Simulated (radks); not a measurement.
Results of a calculation; reference values are marked as such.
Spherical quantum dot in the effective-mass picture: electrons in a well V = -V0 / (1 + exp((r - R)/a)) with V0 = 13.5, R = 3.44, a = 0.24, with a point charge +1 (a donor) at the centre, all in effective atomic units (hartree* = m*/eps^2 hartree, bohr* = eps/m* bohr), one dielectric constant everywhere. Level of theory: non-relativistic Kohn-Sham, PBE, spin-polarised, spherical densities (a radial shooting solver with Libxc functionals). Levels are named by radial order and angular momentum (1s, 1p, 1d, 2s, ...), and open shells are averaged over m. Each electron was tried in the lowest free levels, single moves between levels near the top were tried too, and the lowest total energy was kept; such a search can miss a lower state. The series stops at N = 29: beyond it a trial failed or the search could not be trusted, so later rows were left out. At N = 1 the Hartree and exchange-correlation terms need not cancel, so that row can carry a self-interaction error.

\begin{tabular}{lrrrrrrr}
N & open shells & 2S & E (hartree*) & mu = E(N) - E(N-1) (hartree*) & addition energy mu(N+1) - mu(N) (hartree*) & e(HOMO) (hartree*) & rms radius (bohr*) \\ \hline
1 & 1s(up 1, down 0) & 1 & -13.9263 & -13.926 & 0.6846 & -13.651 & 1.322 \\
2 & none & 0 & -27.1679 & -13.242 & 1.099 & -13.008 & 1.467 \\
3 & 1p(up 1, down 0) & 1 & -39.3105 & -12.143 & 0.3853 & -11.955 & 1.696 \\
4 & 1p(up 2, down 0) & 2 & -51.0677 & -11.757 & 0.4006 & -11.558 & 1.813 \\
5 & 1p(up 3, down 0) & 3 & -62.4244 & -11.357 & 0.5243 & -11.155 & 1.891 \\
6 & 1p(up 3, down 1) & 2 & -73.2568 & -10.832 & 0.3691 & -10.651 & 1.952 \\
7 & 1p(up 3, down 2) & 1 & -83.7202 & -10.463 & 0.3818 & -10.273 & 2.000 \\
8 & none & 0 & -93.8017 & -10.082 & 0.9120 & -9.8892 & 2.040 \\
9 & 1d(up 1, down 0) & 1 & -102.971 & -9.1695 & 0.3630 & -8.9885 & 2.088 \\
10 & 1d(up 2, down 0) & 2 & -111.778 & -8.8065 & 0.3651 & -8.6242 & 2.128 \\
11 & 1d(up 3, down 0) & 3 & -120.219 & -8.4415 & 0.3657 & -8.2586 & 2.162 \\
12 & 1d(up 4, down 0) & 4 & -128.295 & -8.0758 & 0.3656 & -7.8929 & 2.191 \\
13 & 1d(up 5, down 0) & 5 & -136.005 & -7.7102 & 0.4690 & -7.5275 & 2.218 \\
14 & 1d(up 5, down 1) & 4 & -143.246 & -7.2412 & 0.3519 & -7.0657 & 2.242 \\
15 & 1d(up 5, down 2) & 3 & -150.135 & -6.8892 & 0.3542 & -6.7124 & 2.264 \\
16 & 1d(up 5, down 3) & 2 & -156.670 & -6.5350 & 0.3553 & -6.3575 & 2.284 \\
17 & 1d(up 5, down 4) & 1 & -162.850 & -6.1797 & 0.3556 & -6.0020 & 2.303 \\
18 & none & 0 & -168.674 & -5.8242 & 0.5962 & -5.6464 & 2.320 \\
19 & 2s(up 1, down 0) & 1 & -173.902 & -5.2280 & 0.5870 & -4.9987 & 2.321 \\
20 & none & 0 & -178.543 & -4.6410 & 0.4857 & -4.4185 & 2.318 \\
21 & 1f(up 1, down 0) & 1 & -182.699 & -4.1553 & 0.3432 & -3.9837 & 2.337 \\
22 & 1f(up 2, down 0) & 2 & -186.511 & -3.8121 & 0.3432 & -3.6405 & 2.355 \\
23 & 1f(up 3, down 0) & 3 & -189.980 & -3.4689 & 0.3430 & -3.2974 & 2.371 \\
24 & 1f(up 4, down 0) & 4 & -193.106 & -3.1259 & 0.3427 & -2.9545 & 2.386 \\
25 & 1f(up 5, down 0) & 5 & -195.889 & -2.7832 & 0.3309 & -2.5916 & 2.401 \\
26 & 2s(up 1, down 0) 1f(up 7, down 0) & 8 & -198.341 & -2.4524 & 0.3647 & -2.2891 & 2.431 \\
27 & 1f(up 7, down 0) & 7 & -200.429 & -2.0876 & 0.4186 & -1.8688 & 2.427 \\
28 & 1f(up 7, down 1) & 6 & -202.098 & -1.6690 & 0.3357 & -1.5012 & 2.440 \\
29 & 1f(up 7, down 2) & 5 & -203.431 & -1.3333 & - & -1.1588 & 2.452 \\
\end{tabular}

All shells are closed at N = 2, 8, 18, 20 (there: 1s2 1p6 1d10 2s2); the second difference of the energy has clear peaks (12 % above both neighbours; the first and last values, which can be the largest, are not judged, and half-filled shells can peak too) at N = 2, 5, 8, 13, 27.
